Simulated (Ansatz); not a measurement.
A set of 12 reactions (group exchange), with CCSD(T)/CBS values in kJ/mol:

```
                                                                     reaction     ΔE
                                    `C=C[SiH2]BF` + CH₄ → `C=C[SiH2]BC` + H–F  132.3
                      `[OH][GaH][BH][SiH3]` + `BF` → `[OH][GaH][BH]BF` + SiH₄   -0.7
                 `CO[SiH2]N[SiH3]` + `[GaH3]` → `[SiH3]N[SiH2][GaH2]` + CH₃OH   82.2
                          `N[B]([SiH3])[GaH2]` + CH₄ → `C[B](N)[GaH2]` + SiH₄   -6.8
              `CCOCF` + `FCC(F)OC(F)F` → `FC[C@@H](F)[C@@H](F)OC(F)F` + `CCO`   -7.3
`F[SiH2][NH][GeH3]` + `F[SiH](Cl)Cl` → `F[SiH2][Si](F)(Cl)Cl` + `[NH2][GeH3]`  103.1
                    `F[SiH2][NH][GeH3]` + `C=C` → `C=C[SiH2][NH][GeH3]` + H–F  148.5
                             `BN(C=C)[SiH2]Cl` + CH₄ → `BN(C=C)[SiH2]C` + HCl  104.9
                        `BN(C=C)[SiH2]Cl` + `OCO` → `OC(O)[SiH2]Cl` + `BNC=C`   68.9
                            `[BH2][GaH][Se]C` + CH₄ → `[CH3][GaH][Se]C` + BH₃    7.3
                        `C[CH2][GeH2][NH2]` + CH₄ → `C[CH2][GeH2][CH3]` + NH₃   16.9
        `CB[NH][GaH2]` + `[CH3][AlH][CH3]` → `[CH3][Al]([CH3])[GaH2]` + `CBN`   21.3
```

Gas-phase electronic energies from Ansatz, PBE0-D4/def2-TZVP geometries. CCSD(T)/CBS is the MP2 limit (def2-TZVPP, def2-QZVPP) plus CCSD(T) − MP2 in def2-TZVPP, frozen cores. This one scheme is used for every species. DFT in def2-TZVPP. B3LYP here is the variant with VWN-RPA as its local correlation; programs differ in this. For Ga, Ge, Se outer-core shells are correlated without core-valence functions, which leaves a few kJ/mol of doubt a bond. Scalar relativity is left out up to krypton. Each species was taken in one conformer, which may not be the lowest.

**Question.** Give the mean, mean absolute and largest difference (level minus CCSD(T)/CBS, kJ/mol) for: PBE-D4, r2SCAN-D4, PBE0-D4, B3LYP-D4, ωB97X-V, ωB97M-V, B2PLYP, PBE, HF/def2-TZVPP, MP2/def2-TZVPP, CCSD(T)/def2-TZVPP, SCS-MP2/def2-QZVPP, HF/CBS(def2), MP2/CBS(def2). (An estimate is asked.)

**Answer.** Computed: 
```csv
level,mean,mean absolute,largest
PBE-D4,-6.4,10.5,-26.0
r2SCAN-D4,-0.3,5.5,-10.5
PBE0-D4,-4.5,6.9,-16.9
B3LYP-D4,0.6,5.3,10.2
ωB97X-V,0.8,3.9,8.1
ωB97M-V,0.6,3.5,8.5
B2PLYP,2.9,5.5,12.6
PBE,-5.6,10.8,-24.4
HF/def2-TZVPP,10.0,13.3,42.9
MP2/def2-TZVPP,2.2,4.6,10.7
CCSD(T)/def2-TZVPP,0.8,1.9,4.7
SCS-MP2/def2-QZVPP,3.7,5.7,14.9
HF/CBS(def2),10.7,14.0,46.1
MP2/CBS(def2),1.3,4.1,8.8
```

The largest T1 diagnostic in the set is 0.015, for `[OH][GaH][BH]BF` (customary mark 0.02).

CCSD(T)/CBS is a level of theory with its own doubt, and the functionals carry their triple-zeta basis error, so these figures describe this set and don't rank the functionals.
